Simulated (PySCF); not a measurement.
Molfile (atoms numbered from 1):
```
C6H6F2
     RDKit          3D

 14 13  0  0  0  0  0  0  0  0999 V2000
   -2.9523   -0.1554   -0.1346 C   0  0  0  0  0  0  0  0  0  0  0  0
   -1.6273   -0.0269   -0.2821 C   0  0  0  0  0  0  0  0  0  0  0  0
   -1.1439    0.2786   -1.4954 F   0  0  0  0  0  0  0  0  0  0  0  0
   -0.6475   -0.1928    0.7724 C   0  0  0  0  0  0  0  0  0  0  0  0
    0.7010   -0.0999    0.7037 C   0  0  0  0  0  0  0  0  0  0  0  0
    1.5233    0.1916   -0.4495 C   0  0  0  0  0  0  0  0  0  0  0  0
    2.8613    0.2403   -0.4009 C   0  0  0  0  0  0  0  0  0  0  0  0
    3.5460    0.0213    0.7162 F   0  0  0  0  0  0  0  0  0  0  0  0
   -3.3714   -0.4029    0.8400 H   0  0  0  0  0  0  0  0  0  0  0  0
   -3.6208   -0.0146   -0.9845 H   0  0  0  0  0  0  0  0  0  0  0  0
   -1.0897   -0.4270    1.7440 H   0  0  0  0  0  0  0  0  0  0  0  0
    1.2489   -0.2689    1.6354 H   0  0  0  0  0  0  0  0  0  0  0  0
    1.0594    0.3827   -1.4163 H   0  0  0  0  0  0  0  0  0  0  0  0
    3.5074    0.4574   -1.2557 H   0  0  0  0  0  0  0  0  0  0  0  0
  1  2  2  0
  2  3  1  0
  2  4  1  0
  4  5  2  0
  5  6  1  0
  6  7  2  0
  7  8  1  0
  1  9  1  0
  1 10  1  0
  4 11  1  0
  5 12  1  0
  6 13  1  0
  7 14  1  0
M  END
```

PySCF 2.14.0 with density-fitted response routines calculation with B3LYP/pcJ-1 coupling constants (spin–dipole term only in couplings to heteroatoms), σ from GIAO-B3LYP/pcSseg-1 and PBE0-D3(BJ)/def2-SVP structure; no solvent model, relativity neglected, a single conformation.

Q: Predict the 2D correlation tables (HSQC, COSY, HMBC).

A: 

HSQC (one-bond C–H):
```tsv
δH	δC	¹J(C,H) (Hz)
6.61 (H14)	160.2 (C7)	210
6.42 (H12)	129.1 (C5)	164
6.33 (H13)	116.0 (C6)	173
5.46 (H11)	125.2 (C4)	166
4.87 (H10)	101.7 (C1)	173
4.52 (H9)	101.7 (C1)	174
```

COSY cross peaks (|J| ≥ 2 Hz):
```tsv
δH	δH	abs. J (Hz)	bonds
6.61 (H14)	6.33 (H13)	6.1	3
6.42 (H12)	6.33 (H13)	13.9	3
6.42 (H12)	5.46 (H11)	13.6	3
4.87 (H10)	4.52 (H9)	2.2	2
```

HMBC (two and three bonds, |J| ≥ 2.5 Hz):
```tsv
δH	δC [abs. J in Hz]
6.61 (H14)	129.1 (C5) [8.2], 116.0 (C6) [14.5]
6.42 (H12)	175.8 (C2) [13.4], 160.2 (C7) [6.3]
6.33 (H13)	160.2 (C7) [11.2], 125.2 (C4) [3.9]
5.46 (H11)	175.8 (C2) [11.9], 116.0 (C6) [11.7]
4.87 (H10)	175.8 (C2) [7.8], 125.2 (C4) [9.6]
4.52 (H9)	175.8 (C2) [8.8], 125.2 (C4) [5.0]
```

Chemical shifts δ = σref − σ; TMS for ¹H (σ = 31.38 ppm) and ¹³C (σ = 179.24 ppm), all at this level.

Short H···H contacts in this conformer between protons four or more bonds apart (candidates for NOE cross peaks, intensity ∝ r⁻⁶): H9···H11 2.45 Å.

Common functionals overestimate the size of one-bond C–F couplings by tens of Hz; these are unscaled. Unscaled 3J(H,H) at this level run about 10 % above measured values. Shifts are as computed. Against solution values, carbons near 30 ppm lie about +2 ppm off and those near 130 ppm about +6 ppm. Of 1211 compounds with measured shifts, 218 miss one by over three times the rms of a fit or turn the order of signals round; such compounds aren't used in these exercises.
